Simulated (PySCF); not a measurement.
Si(H)(F)(Cl)(Me) (CH₄ClFSi), SMILES C[SiH](F)Cl. Atoms are numbered in the order given.

```xyz
8

Si     0.0388    -0.4423     0.3474
C      1.8741    -0.4112     0.1090
F     -0.6240    -1.4880    -0.7029
Cl    -0.7378     1.4174    -0.0631
H     -0.3953    -0.8401     1.7053
H      2.3084    -1.4076     0.2881
H      2.3390     0.3038     0.8060
H      2.1193    -0.1009    -0.9186
```
Charge 0, spin multiplicity 1.

Geometry optimised at ωB97X-D3(BJ)/def2-SVP.

These are ωB97X-D3(BJ)/def2-SVP (PySCF) values and carry that method's errors.

Frequencies are harmonic and unscaled.

```
mode  ν (cm⁻¹)  IR (km/mol)    moving atoms (share of kinetic energy)
----  --------  -----------  ----------------------------------------
1          152          0.0                                    H 98 %
2          192          1.1  C 31 %, H 26 %, Cl 21 %, Si 12 %, F 10 %
3          241          9.7  F 53 %, Cl 17 %, C 10 %, Si 10 %, H 10 %
4          285         15.2          Si 36 %, F 26 %, H 19 %, Cl 12 %
5          554         72.1                   Cl 43 %, Si 39 %, H 9 %
6          690         15.0                            H 65 %, C 23 %
7          746         17.0                            H 71 %, C 19 %
8          779         91.4                   H 45 %, Si 28 %, C 25 %
9          860         21.2                            H 60 %, F 29 %
10         901        204.5                   H 74 %, Si 12 %, C 11 %
11         952        218.3                   Si 39 %, H 32 %, F 24 %
12        1294         42.7                            H 76 %, C 24 %
13        1435          5.9                                    H 96 %
14        1435          4.1                                    H 96 %
15        2317        123.3                                    H 97 %
16        3073          0.1                                    H 97 %
17        3179          1.0                             H 91 %, C 9 %
18        3184          0.3                             H 91 %, C 9 %
```
